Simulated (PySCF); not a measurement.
**How methods differ on the ionisation energy of Se(2+)**

Se(2+) [Ar] 3d10 4s2 4p2 (3P) → Se(3+) [Ar] 3d10 4s2 4p1 (2P), as a difference of total energies. Computed with PySCF 2.14 in 6-31G*, with the non-relativistic Hamiltonian (point nucleus). Correlated levels: valence: [Ar] 3d10 frozen. The calculations carry no spin-orbit coupling.

Q: Order these methods by the ionisation energy they give, lowest first.
A. UHF
B. PBE
C. CCSD(T) (valence)
D. SCS-MP2 (valence)

A: A (31.109 eV), D (31.303 eV), C (31.404 eV), B (31.766 eV).

These non-relativistic numbers lack the scalar-relativistic shift.

The reference lies between the lowest fine-structure levels, while these numbers refer to the centres of the terms.

Errors of the correlated levels include the incompleteness of this basis and the frozen core.

For comparison: 31.697 ± 0.019 eV (measured; NIST Atomic Spectra Database, ionization energies).
